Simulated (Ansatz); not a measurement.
`N[SiH](Cl)Br` + H₂ → `Cl[SiH2]Br` + NH₃ at 298.15 K and 1 bar (hydrogenolysis of the Si–N bond).

Computed with Ansatz on PBE0-D4/def2-TZVP structures; ΔE is electronic, products minus reactants. CCSD(T)/CBS is the MP2 limit (def2-TZVPP, def2-QZVPP) plus CCSD(T) − MP2 in def2-TZVPP, frozen cores. This one scheme is used for every species. For Br outer-core shells are correlated without core-valence functions, which leaves a few kJ/mol of doubt a bond. Scalar relativity is left out up to krypton. Each species was taken in one conformer, which may not be the lowest.

| species | CCSD(T)/CBS energy (Eh) | H − E (kJ/mol) | S (J/(mol·K)) |
| --- | --- | --- | --- |
| `N[SiH](Cl)Br` | -3378.82013 | 118.5 | 340.7 |
| H₂ | -1.17544 | 35.1 | 130.4 |
| `Cl[SiH2]Br` | -3323.46904 | 66.3 | 304.6 |
| NH₃ | -56.50880 | 100.5 | 192.4 |

H − E and S are ideal-gas, rigid-rotor, harmonic terms from PBE0-D4/def2-TZVP, for one conformer and one mirror image of each species. The MP2-based limit puts H₂ 0.8 mEh under its directly extrapolated value; such offsets cancel only in part. 1 Eh = 2625.50 kJ/mol, R = 8.31446 J/(mol·K).

Question: By hand: ΔE, ΔH, ΔS and ΔG.

Answer: ΔE = (-3323.46904) + (-56.50880) − (-3378.82013) − (-1.17544) = 0.01773 Eh = 46.6 kJ/mol. Δ(H − E) = 66.3 + 100.5 − 118.5 − 35.1 = 13.2, so ΔH = 59.8 kJ/mol. ΔS = 304.6 + 192.4 − 340.7 − 130.4 = 25.9 J/(mol·K). ΔG = 59.8 − 298.15 × (25.9)/1000 = 52.1 kJ/mol.

Question: By hand: the equilibrium constant, and the temperature at which ΔG would vanish if ΔH and ΔS stayed fixed.

Answer: log₁₀ K = −ΔG/(RT ln 10) = -9.1. ΔG = 0 at ΔH/ΔS = 2309 K.

ΔH outweighs TΔS. A doubt of 5 kJ/mol in ΔE shifts log₁₀ K by 0.9 here. Other conformers and mirror images would add mixing entropy, several J/(mol·K) or more a flexible species. These are equilibria of isolated gas molecules and say nothing of rates. Largest T1 diagnostic: 0.008 (customary marks: 0.02 for closed shells, 0.045 for open ones).
